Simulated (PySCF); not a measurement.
B(CCH)2(H) (C₄H₃B), SMILES C(BC#C)#C. Atoms are numbered in the order given.

```xyz
8

B      0.0000     0.0000    -0.8477
C      0.0000     1.3227    -0.1085
C      0.0000     2.3974     0.4695
H      0.0000     3.3430     0.9805
C      0.0000    -1.3227    -0.1085
C      0.0000    -2.3974     0.4695
H      0.0000    -3.3430     0.9805
H      0.0000     0.0000    -2.0548
```
Charge 0, spin multiplicity 1.

Coordinates come from a B3LYP-D3(BJ)/def2-SVP optimisation.

Computed with HF/pcSseg-1 (PySCF).

GIAO shieldings, no solvent; atoms alike by connectivity are averaged. δ = σ(ref) − σ: ¹¹B against BF3 (σ = 102.7 ppm); ¹³C against TMS (σ = 192.6 ppm); ¹H against TMS (σ = 31.99 ppm), references at their B3LYP-D3(BJ)/def2-TZVP geometries, non-relativistic.

```
nucleus   atoms  count  δ (ppm)
-------  ------  -----  -------
¹¹B          B1      1     36.3
¹³C      C3, C6      2    137.5
¹³C      C2, C5      2     83.9
¹H           H8      1     5.72
¹H       H4, H7      2     5.44
```
